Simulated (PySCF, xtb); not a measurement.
CF2I, SMILES I[C](F)F (connectivity only; charge and spin as stated), charge +1, multiplicity 1.

GFN2-xTB run with xtb 6.7.1 at its own geometry gives an orbital gap of 2.24 eV.

Coordinates come from a PBE0-D3(BJ)/def2-SVP optimisation. The spin state was assumed, not searched. The isomer is the one that the SMILES or the coordinates give; other isomers of the formula were not compared. The def2 effective core potentials stand for the cores of I; spin–orbit coupling is left out.

**Question.** What does PySCF with PBE/def2-TZVPD give? (Estimate from the structure and the level; the computed values follow.)

**Answer.** gap 3.01 eV (levels -13.49 and -10.48 eV).
